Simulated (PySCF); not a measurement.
# Dipole response of Nb²⁺ (niobium, charge +2)

[Kr] 4d3, high-spin 4F determinant. Computed with PySCF 2.14 in aug-cc-pVTZ-PP with one added diffuse shell each of s, p, d, f, g type with ECP28MDF (7s7p6d4f3g, 113 functions), with a scalar-relativistic core potential. Coupled (time-dependent) response in atomic units; α is the mean over directions.

```
method  mean α (bohr³)  C₆ (like pair)  S(−4)
   UHF           10.31           53.41  47.37
   PBE           11.84           61.51  75.29
  PBE0           11.21           58.24  62.82
```

S(−4) is the Cauchy moment in α(ω) = α(0) + S(−4) ω² + …

Spin-orbit coupling is absent.

α(iu) at PBE0:

```tsv
u (hartree)	α(iu) (bohr³)
0	11.21
0.0500	11.06
0.100	10.64
0.200	9.416
0.300	8.171
0.500	6.266
0.750	4.715
1.00	3.676
1.50	2.384
2.00	1.644
3.00	0.8919
5.00	0.3685
```

For an ion, C₆ is the dispersion term alone; charge-induced terms of lower order in 1/R come first.

Energies and moments cover only the electrons outside the core potential.
